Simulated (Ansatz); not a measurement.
Isomers of Cs₃F₂ (doublet), relaxed with PBE-D4/def2-TZVP; total energies from Ansatz at PBE0-D4/def2-TZVP.

```json
{"isomer": "A", "description": "point group C2v; 4 × Cs–F 2.57 to 2.64 Å; 1 × Cs–Cs 5.12 Å", "energy (Eh)": "-260.22221"}
{"isomer": "B", "description": "point group not assigned; 5 × Cs–F 2.61 to 2.76 Å", "energy (Eh)": "-260.23012"}
```

In the def2 sets Cs takes a core potential; there is no spin–orbit coupling.

The isomers come from a short search, and lower ones may exist.

Task: Work out the relative energies (1 Eh = 2625.5 kJ/mol) and the Boltzmann populations at 1200 K from electronic energies alone (R = 8.314 J/mol/K).

Result: ΔE: A 20.8, B 0.0 kJ/mol. RT = 9.98 kJ/mol. Factors exp(−ΔE/RT): A 0.124, B 1; sum 1.124. Populations: A 11.0 %, B 89.0 %. Zero-point energy, vibrational entropy and symmetry numbers are left out and can shift these; an error of 4 kJ/mol changes a ratio by a factor of 1.5. Over the other density-functional and correlated levels in def2 sets, the gap between B and A ranges from 21 to 38 kJ/mol.
